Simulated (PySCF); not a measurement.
# Optical rotation: `OC[C@@H]1C[C@H](Cl)[C@@H]1Br`, C5H8BrClO

Geometry:
| atom | x (Å) | y (Å) | z (Å) |
| --- | --- | --- | --- |
| O1 | -0.895 | -0.565 | -1.805 |
| C2 | -1.537 | -0.407 | -0.575 |
| C3 | -0.658 | 0.233 | 0.509 |
| C4 | 0.313 | 1.303 | -0.030 |
| C5 | 1.513 | 0.417 | 0.328 |
| Cl6 | 2.398 | -0.209 | -1.081 |
| C7 | 0.556 | -0.575 | 1.008 |
| Br8 | 0.680 | -2.448 | 0.494 |
| H9 | -0.172 | -1.199 | -1.710 |
| H10 | -1.926 | -1.365 | -0.198 |
| H11 | -2.385 | 0.255 | -0.769 |
| H12 | -1.304 | 0.561 | 1.325 |
| H13 | 0.197 | 1.477 | -1.098 |
| H14 | 0.293 | 2.249 | 0.505 |
| H15 | 2.258 | 0.853 | 0.994 |
| H16 | 0.661 | -0.572 | 2.093 |

Method: TDDFT B3LYP/def2-SVPD circular dichroism and optical rotation, one conformer, gas phase (PySCF 2.14.0). Geometry: GFN2-xTB.

The molecule is flexible and this is one conformer; a measurement averages over conformers. The calculation is non-relativistic, which matters for the atoms heavier than Zn.

Stereocentres: C3 S, C5 S, C7 R.

(1) What is the specific rotation at 633, 589.3, 546, 436, 405, 365, 355 nm?

(2) And for the mirror image at 589.3 nm?

(3) What is the molar rotation [Φ] = [α]·M/100 of the geometry above at 589.3 nm?

Results:

(1) [α] in deg dm⁻¹ (g/mL)⁻¹:
```
λ (nm)  origin-invariant length gauge  modified velocity gauge  length gauge (centre of mass)  isotropic polarisability (au)
   633                           +9.1                    +15.1                           +7.4                           98.0
 589.3                          +11.1                    +18.1                           +9.1                           98.4
   546                          +13.9                    +22.3                          +11.6                           98.8
   436                          +29.3                    +43.6                          +25.6                          100.6
   405                          +38.8                    +56.0                          +34.5                          101.4
   365                          +59.8                    +82.6                          +54.4                          102.9
   355                          +67.8                    +92.4                          +62.1                          103.3
```

(2) -11.1 deg dm⁻¹ (g/mL)⁻¹ (origin-invariant length gauge): the same size and the opposite sign.

(3) With M = 199.47 g/mol, +22.1 deg cm² dmol⁻¹ (origin-invariant length gauge).

The first excitation lies at 5.63 eV (220 nm) with R = +3.3 × 10⁻⁴⁰ esu² cm² (velocity form).
